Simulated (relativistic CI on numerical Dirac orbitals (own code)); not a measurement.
Computed by Dirac-Coulomb-Breit CI, separate exchange-only KLI orbitals for each configuration, QED by a radiative potential, unscaled Slater integrals (own radial code, finite nucleus).

CI space (outside the closed core [Ne]): 3s2 3p6 3d10, 3s2 3p6 3d9 4s, 3s2 3p6 3d9 4p, 3s2 3p6 3d9 4d, 3s2 3p5 3d10 4s, 3s2 3p6 3d9 4f, 3s2 3p5 3d10 4p, 3s2 3p6 3d8 4s2, 3s2 3p5 3d10 4d, 3s2 3p6 3d8 4s 4p, 3s 3p6 3d10 4s, 3s2 3p6 3d9 5s, 3s2 3p6 3d8 4p2, 3s2 3p5 3d10 4f, 3s2 3p6 3d8 4s 4d, 3s2 3p6 3d9 5p, 3s 3p6 3d10 4p, 3s2 3p5 3d9 4s2, 3s2 3p6 3d9 5d, 3s2 3p6 3d8 4p 4d, 3s2 3p6 3d9 5f, 3s2 3p6 3d9 5g, 3s2 3p5 3d9 4s 4p, 3s 3p6 3d10 4d, 3s2 3p6 3d8 4d2, 3s2 3p5 3d9 4p2, 3s2 3p5 3d9 4s 4d, 3s 3p6 3d10 4f, 3s 3p6 3d9 4s2, 3s2 3p6 3d9 6s, 3s2 3p5 3d10 5s, 3s2 3p6 3d9 6p, 3s2 3p4 3d10 4s2, 3s2 3p5 3d9 4p 4d, 3s2 3p5 3d10 5p, 3s2 3p6 3d9 6d. Levels of other configurations are missing.

At this charge energies of transitions that change n are usually good to better than 1 %, and those within a shell (Δn = 0) to a few per cent.

Outline of the computed level scheme of Ta XLVI. Lowest level of each configuration: 3s2 3p6 3d10 1S_0 at 0.00 eV; 3s2 3p6 3d9 4s 3D_3 at 1505.88 eV; 3s2 3p6 3d9 4p 3P°_2 at 1600.02 eV; 3s2 3p6 3d9 4d 3S_1 at 1836.14 eV; 3s2 3p5 3d10 4s 3P°_2 at 1947.20 eV; 3s2 3p6 3d9 4f 3P°_0 at 2006.80 eV.

Some strong electric-dipole decays among the lowest 45 levels: 3s2 3p5 3d10 4s 1P°_1 → 3s2 3p6 3d10 1S_0 (2.1e+13 s⁻¹); 3s2 3p6 3d9 4p 1P°_1 → 3s2 3p6 3d10 1S_0 (1.2e+13 s⁻¹); 3s2 3p6 3d9 4p 3D°_1 → 3s2 3p6 3d10 1S_0 (6.0e+12 s⁻¹); 3s2 3p5 3d10 4s 1P°_1 → 3s2 3p6 3d9 4s 1D_2 (1.9e+12 s⁻¹); 3s2 3p5 3d10 4s 3P°_2 → 3s2 3p6 3d9 4s 3D_3 (1.8e+12 s⁻¹); 3s2 3p6 3d9 4p 3P°_1 → 3s2 3p6 3d10 1S_0 (1.3e+12 s⁻¹); 3s2 3p6 3d9 4d 3G_3 → 3s2 3p6 3d9 4p 3F°_2 (7.3e+11 s⁻¹); 3s2 3p6 3d9 4d 3G_4 → 3s2 3p6 3d9 4p 3F°_3 (7.3e+11 s⁻¹).

LS names give the leading component of a level, which can be under half, so a name can repeat, a term be missing and a line seem to break the LS rules.
